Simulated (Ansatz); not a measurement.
```yaml
crystal:
  periodic: [false, false, false]
  atoms:
    - {symbol: B, position_ang: [-1.167555, 1.487033, -0.171588]}
    - {symbol: C, position_ang: [-1.359404, 0.406541, 0.414520]}
    - {symbol: Al, position_ang: [0.514872, -0.331865, 0.854234]}
    - {symbol: C, position_ang: [1.370119, -1.290444, -0.624468]}
    - {symbol: H, position_ang: [-0.811266, 1.665291, -1.488242]}
    - {symbol: H, position_ang: [-0.911740, 2.600216, 0.386616]}
    - {symbol: H, position_ang: [-1.945108, 0.334145, 1.450114]}
    - {symbol: H, position_ang: [-1.877987, -0.364524, -0.147452]}
    - {symbol: H, position_ang: [0.937263, -0.368668, 2.304206]}
    - {symbol: H, position_ang: [1.741269, -2.261568, -0.399228]}
    - {symbol: H, position_ang: [2.386614, -0.649430, -0.856287]}
    - {symbol: H, position_ang: [1.081691, -1.292075, -1.550993]}
basis:
  gaussian: {orbitals: def2-TZVPP}
hamiltonian: {xc: {name: PBE0}, pseudopotentials: {relativity: scalar}}
smearing: {width: 0.1}
output: {forces: true}
```

```sh
$ ansatz run in.yaml --threads 2 --pin off --events-out ev --progress --plain --max-ram 4352MiB
```

Output, abridged:

```
Error: YAML parse error: error: line 19 column 1: unknown field `smearing`, expected one of crystal, accuracy, basis, kpoints, hamiltonian, magnetization, projection, total_charge, correlation, batch, efield, external_charges, scf, relax, neb, saddle, md, ramp, phonons, dielectric, real_time, elastic, magnetic_configurations, gw, evaluate, workflow, output, checkpoint, execution
17 |   gaussian: {orbitals: def2-TZVPP}
18 | hamiltonian: {xc: {name: PBE0}, pseudopotentials: {relativity: sc…
19 | smearing: {width: 0.1}
20 | output: {forces: true}
```

(1) Something in this input is off. What?

## Answers

(1) The input holds a key that doesn't belong there. The program refused the input.
